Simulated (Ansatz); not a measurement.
An input meant for cyclo-(Me2SnS)3 (C₆H₁₈S₃Sn₃) (charge 0, singlet; atoms displaced at random, 0.03 Å in each coordinate; with a point charge).

```yaml
crystal:
  periodic: [false, false, false]
  atoms:
    - {symbol: Sn, position_ang: [-1.785355, 0.685629, 1.174617]}
    - {symbol: C, position_ang: [-1.226081, 2.748400, 0.975268]}
    - {symbol: C, position_ang: [-3.946759, 0.513021, 1.840693]}
    - {symbol: S, position_ang: [-0.398201, -0.219565, 3.161755]}
    - {symbol: Sn, position_ang: [1.511462, -1.091234, 1.431074]}
    - {symbol: C, position_ang: [0.938700, -2.750384, 0.339580]}
    - {symbol: C, position_ang: [3.348494, -1.117495, 2.778371]}
    - {symbol: S, position_ang: [1.920871, 0.800386, -0.233289]}
    - {symbol: Sn, position_ang: [0.385913, 0.152213, -1.924698]}
    - {symbol: C, position_ang: [0.049735, 2.022137, -2.901480]}
    - {symbol: C, position_ang: [0.925305, -1.327349, -3.294009]}
    - {symbol: S, position_ang: [-1.883346, -0.541621, -0.701709]}
    - {symbol: H, position_ang: [-1.825364, 3.150887, 0.057089]}
    - {symbol: H, position_ang: [0.006914, 2.710282, 0.710161]}
    - {symbol: H, position_ang: [-1.535751, 3.034021, 1.577263]}
    - {symbol: H, position_ang: [-4.593281, 1.083730, 1.090518]}
    - {symbol: H, position_ang: [-3.984695, 1.067883, 2.857528]}
    - {symbol: H, position_ang: [-4.028617, -0.308547, 1.941795]}
    - {symbol: H, position_ang: [1.652746, -3.111109, -0.290516]}
    - {symbol: H, position_ang: [-0.072877, -2.666379, -0.026395]}
    - {symbol: H, position_ang: [0.787386, -4.091693, 1.167695]}
    - {symbol: H, position_ang: [3.082430, -1.949607, 3.630530]}
    - {symbol: H, position_ang: [4.087667, -1.403344, 2.251117]}
    - {symbol: H, position_ang: [3.470146, 0.113620, 3.267344]}
    - {symbol: H, position_ang: [-0.818422, 2.146230, -3.872533]}
    - {symbol: H, position_ang: [-0.294768, 2.972504, -2.389743]}
    - {symbol: H, position_ang: [0.899347, 2.453344, -3.654065]}
    - {symbol: H, position_ang: [2.079007, -1.449849, -3.279252]}
    - {symbol: H, position_ang: [0.307078, -1.388450, -4.289822]}
    - {symbol: H, position_ang: [0.557008, -2.365415, -2.542090]}
basis:
  gaussian: {orbitals: def2-mTZVP, point_charges: [{charge: 0.50, position_ang: [7.096, 0.237, 0.850]}]}
hamiltonian: {xc: {name: HSE06}, dispersion: d3bjatm}
scf: {lower_state_search: off}
relax: {f_tol: 0.001, max_steps: 3}
output: {forces: true}
```

```sh
$ ansatz run in.yaml --threads 2 --pin off --events-out ev --progress --plain --max-ram 32768MiB --backend cuda --devices 0, --max-vram 18GiB
```

(1) Predict how Ansatz answers.

Results:

(1) The SCF steps converged, but the relaxation ran out of steps. The relaxation is allowed too few steps for its threshold.
```
Functional definition: HSE06
  name "HSE06"
  cite "Heyd, Scuseria & Ernzerhof, J. Chem. Phys. 118, 8207 (2003) doi:10.1063/1.1564060"
  cite "Krukau, Vydrov, Izmaylov & Scuseria, J. Chem. Phys. 125, 224106 (2006) doi:10.1063/1.2404663"
  cite "Heyd & Scuseria, J. Chem. Phys. 120, 7274 (2004) doi:10.1063/1.1668634"
  cite "Ernzerhof & Perdew, J. Chem. Phys. 109, 3313 (1998) doi:10.1063/1.476928"
  cite "Perdew, Burke & Ernzerhof, Phys. Rev. Lett. 77, 3865 (1996) doi:10.1103/PhysRevLett.77.3865"
  parent pbe
  parameter a = 0.25
  parameter omega = 0.11/bohr
  # The whole range is PBE's own exchange, as in plane waves. The composition of these papers is wPBEh.
  exchange = pbe_x - a*pbe_x_sr(omega) + a*exact_x_sr(omega)
  correlation = pbe_c
these checks for a lower state are left out or cut short: stability, starts, cluster_reference, orbital_swaps, neighbouring_geometries, increment
3830 factors; integrals over basis functions are off by at most 7.3e-4 eV
322 factors; integrals over basis functions are off by at most 1.8e-7 eV
mean field evaluation 1: about -56450.5938 eV, gradient 1.3e2 eV
mean field evaluation 2: about -56406.6149 eV, gradient 1.6e2 eV
mean field evaluation 4: about -56489.3472 eV, gradient 1.4e1 eV
mean field evaluation 8: about -56490.0873 eV, gradient 5.9e-1 eV
mean field evaluation 16: about -56490.0885 eV, gradient 4.6e-4 eV
mean field -56490.08845289 eV, -2075.9724602864 hartree, gradient 4.5e-6 eV, S^2 0.000000; 0 other end points of the search recorded, 0 dependent functions left out
the calculation of the forces begins
reference -56490.08853597 eV, -2075.9724633395 hartree; 84, 84 occupied and 258, 258 virtual orbitals, 3830 factors
relax step   1: F+E_penalty+E_count = -56491.19807088 eV  Δ(F+E_penalty+E_count) = +0.000e0 eV  max|allowed force component| = 3.411e1 eV/Å  Δτ_max = 0.0000 Å  (19 SCF iters, accepted)
these checks for a lower state are left out or cut short: stability, starts, cluster_reference, orbital_swaps, neighbouring_geometries, increment
3830 factors; integrals over basis functions are off by at most 1.0e-3 eV
322 factors; integrals over basis functions are off by at most 1.8e-7 eV
mean field -56502.62775144 eV, -2076.4332710090 hartree, gradient 3.6e-6 eV, S^2 0.000000; 0 other end points of the search recorded, 0 dependent functions left out
the calculation of the forces begins
reference -56502.62783346 eV, -2076.4332740230 hartree; 84, 84 occupied and 258, 258 virtual orbitals, 3830 factors
relax step   2: F+E_penalty+E_count = -56503.71394741 eV  Δ(F+E_penalty+E_count) = -1.252e1 eV  max|allowed force component| = 3.248e0 eV/Å  Δτ_max = 0.1917 Å  (24 SCF iters, accepted)
these checks for a lower state are left out or cut short: stability, starts, cluster_reference, orbital_swaps, neighbouring_geometries, increment
3830 factors; integrals over basis functions are off by at most 1.0e-3 eV
322 factors; integrals over basis functions are off by at most 1.8e-7 eV
mean field evaluation 32: about -56504.1032 eV, gradient 6.7e-1 eV
mean field -56504.28350427 eV, -2076.4941188031 hartree, gradient 7.0e-6 eV, S^2 0.000000; 0 other end points of the search recorded, 0 dependent functions left out
the calculation of the forces begins
reference -56504.28358518 eV, -2076.4941217764 hartree; 84, 84 occupied and 258, 258 virtual orbitals, 3830 factors
relax step   3: F+E_penalty+E_count = -56505.38232356 eV  Δ(F+E_penalty+E_count) = -1.668e0 eV  max|allowed force component| = 5.554e-1 eV/Å  Δτ_max = 0.1948 Å  (19 SCF iters, accepted)
Error: geometry relaxation did not converge after 3 steps: max|allowed force component| = 5.55e-1 eV/Å (threshold 1.0e-3). Raise `relax.max_steps` over both its present limit and 3, loosen `relax.f_tol`, or start from a geometry closer to equilibrium. Where this run's directory can be resumed (`checkpoint.write`), a resume goes on for up to `relax.max_steps` more
```
